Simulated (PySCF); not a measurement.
## `[SiH3][SiH2][SiH]([SiH3])[SiH3]`: 4 charge schemes on one density

Compound: Si5H12.
Structure used (PBE0-D3(BJ)/def2-TZVP), in Å, numbered top down from 1:
```
atom  x, y, z in Å
Si1   -2.8996   -1.0398    0.0165
Si2   -0.6281   -1.4744    0.3594
Si3    0.6935    0.1838   -0.6242
Si4    2.9501   -0.2203   -0.1737
Si5    0.0716    2.2633    0.2441
H6    -3.2524    0.2698    0.6278
H7    -3.1883   -0.9759   -1.4414
H8    -3.7494   -2.0976    0.6269
H9    -0.3458   -1.4915    1.8229
H10   -0.2736   -2.8107   -0.1974
H11    0.4652    0.1805   -2.0990
H12    3.3553   -1.5621   -0.6723
H13    3.8139    0.8091   -0.8129
H14    3.1641   -0.1735    1.2980
H15    0.9362    3.3455   -0.2990
H16   -1.3453    2.5698   -0.0905
H17    0.2151    2.2364    1.7248
```

Density: PBE0/pcSseg-2 (PySCF); schemes: Mulliken, IAO, Hirshfeld and ESP-fitted. Geometry: PBE0-D3(BJ)/def2-TZVP, one conformer, isolated molecule.

Problem. Give the atomic charges in each scheme.

Solution. In e:

| atom | environment | Mulliken | IAO | Hirshfeld | ESP-fitted |
| --- | --- | --- | --- | --- | --- |
| Si1 | SiH3 silicon | +0.349 | +0.305 | +0.210 | +0.161 |
| Si2 | SiH2 silicon | +0.160 | +0.165 | +0.139 | +0.091 |
| Si3 | SiH silicon | -0.091 | +0.011 | +0.074 | +0.040 |
| Si4 | SiH3 silicon | +0.377 | +0.316 | +0.210 | +0.141 |
| Si5 | SiH3 silicon | +0.362 | +0.310 | +0.208 | +0.143 |
| H6 | Si–H hydrogen | -0.110 | -0.098 | -0.070 | -0.053 |
| H7 | Si–H hydrogen | -0.111 | -0.098 | -0.071 | -0.055 |
| H8 | Si–H hydrogen | -0.102 | -0.094 | -0.070 | -0.051 |
| H9 | Si–H hydrogen | -0.082 | -0.086 | -0.070 | -0.047 |
| H10 | Si–H hydrogen | -0.076 | -0.082 | -0.070 | -0.045 |
| H11 | Si–H hydrogen | -0.035 | -0.072 | -0.069 | -0.040 |
| H12 | Si–H hydrogen | -0.106 | -0.095 | -0.070 | -0.048 |
| H13 | Si–H hydrogen | -0.106 | -0.096 | -0.071 | -0.046 |
| H14 | Si–H hydrogen | -0.112 | -0.099 | -0.071 | -0.049 |
| H15 | Si–H hydrogen | -0.102 | -0.094 | -0.070 | -0.047 |
| H16 | Si–H hydrogen | -0.104 | -0.095 | -0.070 | -0.048 |
| H17 | Si–H hydrogen | -0.110 | -0.099 | -0.071 | -0.050 |

Mean size of the charges over all atoms: Mulliken 0.147 e, IAO 0.130 e, Hirshfeld 0.099 e, ESP-fitted 0.068 e. Each set sums to the total charge, 0, to within 0.001 e. The IAO scheme counts the electrons in orthogonalised intrinsic atomic orbitals, a minimal basis polarised so that it spans the occupied orbitals exactly. The Hirshfeld scheme weights the molecular density at each point by an atom's share of the summed free-atom densities.

Lowest charge. The schemes don't all agree: Mulliken H14 (-0.112); IAO H14 and H17 (-0.099); Hirshfeld H7, H13, H14 and H17 (-0.071); ESP-fitted H7 (-0.055).

Highest charge. The schemes don't all agree: Mulliken Si4 (+0.377); IAO Si4 (+0.316); Hirshfeld Si1 and Si4 (+0.210); ESP-fitted Si1 (+0.161).

Problem. How many electrons does the IAO scheme count on Si3?

Solution. Z − q = 14 − (+0.011) = 13.989.

Problem. Sum the charges by element.

Solution. 
```
element  atoms  Mulliken     IAO  Hirshfeld  ESP-fitted
     Si      5    +1.157  +1.108     +0.841      +0.576
      H     12    -1.157  -1.108     -0.841      -0.577
```
